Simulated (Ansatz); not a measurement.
Geometry optimisation, Ansatz, UKS PBE-D4/def2-SVP.

Input:

```yaml
crystal:
  periodic: [false, false, false]
  atoms:
    - { symbol: Si, position_ang: [-0.2359, 1.1389, -0.05] }
    - { symbol: S, position_ang: [2.0637, 0.1161, -0.1401] }
    - { symbol: O, position_ang: [-1.1451, 0.2058, -0.9315] }
    - { symbol: C, position_ang: [-0.737, -0.9796, -0.301] }
    - { symbol: H, position_ang: [0.6436, -0.9926, -0.1775] }
    - { symbol: H, position_ang: [-0.4458, 1.1088, 1.3892] }
    - { symbol: H, position_ang: [-0.0452, 2.4327, -0.6618] }
    - { symbol: H, position_ang: [2.1211, -0.0769, 1.1713] }
    - { symbol: H, position_ang: [-1.2202, -1.1421, 0.6606] }
    - { symbol: H, position_ang: [-0.9993, -1.8111, -0.9592] }
magnetization:
  spin_polarized: true
basis:
  gaussian: { orbitals: def2-SVP }
hamiltonian:
  xc: pbe
  dispersion: d4
relax:
  f_tol: 0.15
  max_steps: 25
  restrain:
    - { distance: [4, 1], at: 1.36, k: 30.0 }
    - { distance: [0, 3], at: 1.87, k: 30.0 }
    - { distance: [0, 1], at: 3.46, k: 30.0 }
    - { distance: [4, 3], at: 2.37, k: 30.0 }
```

Launched with:

```bash
$ ansatz run input.yaml --threads 2 --pin off --max-ram 3072MiB --backend cpu --events-out ev --progress --plain --runs-dir out
```

Q: Where does it end, and by what steps?

A: The forces met the threshold. The restraints hold the end off the free minimum. After 10 steps the energy has fallen by 0.122 eV (the restraints' own energy left out); O3 moved furthest, 1.09 Å. Parted: Si1–S2. Joined: S2–H5.

```
step  energy less start (eV)  largest force component (eV/Å)  accepted
   0                  0.0000                           4.340       yes
   1                  1.5357                           4.442       yes
   2                  2.7145                           4.790       yes
   3                  2.7064                           6.161       yes
   4                  1.5921                           4.223       yes
   5                  0.7836                           1.327       yes
   6                  0.3764                           0.816       yes
   7                  0.1128                           0.887       yes
   8                 -0.0583                           0.412       yes
   9                 -0.1178                           0.368       yes
  10                 -0.1223                           0.358       yes
```

```xyz
10
Properties=species:S:1:pos:R:3
Si -0.632 1.038 -0.062
S 2.588 -0.212 0.146
O -2.113 0.257 -0.426
C -1.040 -0.751 -0.352
H 1.325 -0.645 -0.146
H -0.485 1.568 1.328
H -0.057 1.899 -1.138
H 2.403 -0.436 1.478
H -1.160 -1.464 0.490
H -0.829 -1.255 -1.318
```

Time of the run: 25 s on 2 threads of AMD EPYC 7B13 (Zen 3), on a shared host, peak memory 0.2 GiB.
